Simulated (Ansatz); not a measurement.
Relaxation of cyclo-(SbH)3 (Sb3H3) with RKS PBE-D4/def2-SVP.

```sh
$ ansatz run in.yaml --threads 4 --pin off --events-out ev --progress --plain --max-ram 3916MiB
```

```yaml
crystal:
  periodic: [false, false, false]
  atoms:
    - {symbol: Sb, position_ang: [-0.778350, -0.682980, -1.504970]}
    - {symbol: Sb, position_ang: [-1.248460, 1.246090, 0.472430]}
    - {symbol: Sb, position_ang: [-0.394610, -1.322430, 1.196770]}
    - {symbol: H, position_ang: [0.836270, -0.182330, -1.634320]}
    - {symbol: H, position_ang: [0.360130, 1.771900, 0.368030]}
    - {symbol: H, position_ang: [1.225020, -0.830250, 1.102050]}
basis:
  gaussian: {orbitals: def2-SVP}
hamiltonian: {xc: pbe, dispersion: d4}
scf: {omitted_lower_state_checks: [starts]}
output: {orbitals: {seedname: orbitals}}
relax: {f_tol: 0.02, max_steps: 100}
```

Hardware: 4 threads of AMD EPYC on a shared host. Wall time 17 s.

Positions (Å) and forces (eV/Å) at steps 1, 2, 3, 4 of 4:

```xyz
6
step=1 energy=-19662.4005 eV
Sb   -0.778   -0.683   -1.505   -0.482   -0.425   -0.932
Sb   -1.248    1.246    0.472   -0.775    0.779    0.293
Sb   -0.395   -1.322    1.197   -0.243   -0.823    0.741
H     0.836   -0.182   -1.634    0.502    0.132   -0.122
H     0.360    1.772    0.368    0.474    0.239   -0.010
H     1.225   -0.830    1.102    0.524    0.097    0.030
6
step=2 energy=-19662.1015 eV rejected
Sb   -0.800   -0.742   -1.687    0.112    0.492    1.609
Sb   -1.326    1.416    0.524    0.603   -1.515   -0.444
Sb   -0.371   -1.457    1.333   -0.287    1.156   -1.194
H     0.864   -0.205   -1.747   -0.141   -0.056   -0.031
H     0.354    1.886    0.396   -0.155   -0.005    0.021
H     1.280   -0.899    1.181   -0.132   -0.072    0.039
6
step=3 energy=-19662.5137 eV
Sb   -0.794   -0.702   -1.553   -0.045   -0.004    0.036
Sb   -1.279    1.289    0.487   -0.037   -0.045   -0.005
Sb   -0.398   -1.362    1.234   -0.053    0.009   -0.021
H     0.854   -0.197   -1.711    0.046    0.008   -0.024
H     0.356    1.849    0.387    0.039    0.034    0.002
H     1.262   -0.876    1.157    0.050    0.000    0.011
6
step=4 energy=-19662.5145 eV
Sb   -0.795   -0.702   -1.552   -0.006    0.002    0.012
Sb   -1.281    1.288    0.487   -0.002   -0.013   -0.003
Sb   -0.400   -1.361    1.234   -0.009    0.007   -0.008
H     0.856   -0.200   -1.720    0.006   -0.001   -0.011
H     0.354    1.859    0.390    0.002    0.012    0.002
H     1.266   -0.882    1.163    0.008   -0.005    0.007
```

In the def2 sets Sb takes a core potential; there is no spin–orbit coupling.
